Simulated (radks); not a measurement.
Trend from N+ to Bi+: ionisation energy by Delta-SCF between NIST ground configurations, and size. All-electron calculation, scalar-relativistic Kohn-Sham, BLYP, spin-polarised, spherical densities, finite nucleus; open shells are filled with parallel spins first (spin-orbit coupling, left out, can overturn this in heavy ions); Fermi nuclear charge, rms radius of each element as measured or else 0.836 A^(1/3) + 0.57 fm. Program: a radial shooting solver on a logarithmic mesh with Libxc functionals.

[
 {"species": "N+", "configuration": "[He] 2s2 2p2", "IE (eV)": "30.035", "NIST (eV)": "29.601", "kind": "semi-emp.", "outermost": "2s", "<r> outermost (bohr)": "1.27"},
 {"species": "P+", "configuration": "[Ne] 3s2 3p2", "IE (eV)": "19.627", "NIST (eV)": "19.769", "kind": "semi-emp.", "outermost": "3p", "<r> outermost (bohr)": "2.12"},
 {"species": "As+", "configuration": "[Ar] 3d10 4s2 4p2", "IE (eV)": "18.377", "NIST (eV)": "18.589", "kind": "exp.", "outermost": "4p", "<r> outermost (bohr)": "2.30"},
 {"species": "Sb+", "configuration": "[Kr] 4d10 5s2 5p2", "IE (eV)": "16.332", "NIST (eV)": "16.63", "kind": "exp.", "outermost": "5p", "<r> outermost (bohr)": "2.66"},
 {"species": "Bi+", "configuration": "[Hg] 6p2", "IE (eV)": "15.606", "NIST (eV)": "16.703", "kind": "exp.", "outermost": "6p", "<r> outermost (bohr)": "2.79"}
]

Reference values: NIST Atomic Spectra Database (exp. = measured, semi-emp. = semi-empirical, theory = theoretical value adopted there). Open shells are spherical and high-spin; term and fine-structure splittings are not resolved. Spin-orbit splitting is averaged out at the scalar-relativistic level.
